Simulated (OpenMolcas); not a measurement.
**Rh2+ in a point-charge field**

Rh2+ among 4 point charges of -2.5 e arranged as a tetrahedron (Td), 2.38 Å from the ion.

```json
{"Program": "OpenMolcas", "Method": "CASSCF", "Basis": "ANO-RCC-VTZP [7s6p4d2f1g]", "Scalar Hamiltonian": "DKH2, point nucleus", "Active space": "7 electrons in 5 orbitals (4d)", "State averaging": "2S+1 = 4 even, 10 roots; 2S+1 = 2 even, 40 roots", "Spin-orbit coupling": "state interaction with AMFI integrals over the reference wave functions"}
```

The lowest spin-free states (labels of Td), above the lowest:

| State | Degeneracy | E (cm-1) | Free-ion L (%) |
| --- | --- | --- | --- |
| 4A2 | 1 | 0.0 | F (100) |
| 4T2 | 3 | 1838 | F (100) |
| 4T1 | 3 | 3209 | F (100) |
| 4T1 | 3 | 15660 | P (100) |
| 2E | 2 | 15835 | G (90) |
| 2T1 | 3 | 15922 | G (91) |
| 2A1 | 1 | 16101 | G (100) |
| 2T2 | 3 | 16710 | G (98) |
| 2T1 | 3 | 20083 | H (59) |
| 2T2 | 3 | 20516 | H (89) |
| 2E | 2 | 21250 | H (76) |
| 2T1 | 3 | 21478 | H (60) |
| 2T1 | 3 | 21779 | H (75) |
| 2T2 | 3 | 23075 | D (87) |
| 2E | 2 | 23745 | D (75) |
| 2A2 | 1 | 33914 | F (100) |
| 2T2 | 3 | 34338 | F (100) |
| 2T1 | 3 | 34575 | F (99) |
| 2E | 2 | 53040 | D (100) |
| 2T2 | 3 | 53245 | D (100) |

The lowest levels with spin-orbit coupling:

```
E (cm-1)  Degeneracy  Label      2S+1               g
     0.0           4     Γ8         4                
    1426           4     Γ8         4                
    1834           2     Γ6         4  3.24 3.24 3.24
    3156           4     Γ8         4                
    3223           2     Γ7         4  3.93 3.93 3.93
    3372           2     Γ6         4  1.25 1.25 1.25
    4600           4     Γ8         4                
    5373           2     Γ7         4  1.94 1.94 1.94
    5959           4     Γ8         4                
   15749           2     Γ6         2  3.69 3.69 3.69
   15891           4     Γ8  2 (67 %)                
   16021           4     Γ8  4 (85 %)                
   16052           2     Γ7         4  2.65 2.65 2.65
   16113           4     Γ8  4 (57 %)                
   16961           4     Γ8         2                
   17425           2     Γ6  4 (89 %)  2.44 2.44 2.44
   18061           4     Γ8         2                
   18219           2     Γ6         2  1.63 1.63 1.63
   18741           2     Γ7         2  2.50 2.50 2.50
   20750           4     Γ8         2
```

Powder χT (cm3 K/mol): 3.9 at 2 K, 3.91 at 10 K, 3.96 at 50 K, 4.01 at 100 K, 4.13 at 200 K, 4.24 at 300 K. The effective moment at 300 K is 2.828 √(χT) = 5.82 μB.

The lowest level has 2S+1 = 4, for which the spin-only value is χT = S(S+1) / 2 = 1.875 cm3 K/mol (g = 2). The computed 4.239 at 300 K differs by +2.364, through orbital momentum, spin-orbit coupling and any other state in reach.

Without dynamic correlation the repulsion within the d shell is too large (B by tens of per cent), so at a given field states of lower spin stand too high. The ground term spreads over less than 5000 cm-1, several times less than with real ligands, so orbital moments are less quenched and χT lies further from the spin-only value than at real sites. Point charges carry no covalency, so the field is a model and not that of real ligands. No measured value stands beside these numbers.

The RASSCF and RASSI steps took 13 s on 1 thread of Arm Neoverse V1, on a shared host; the integral step is not counted.
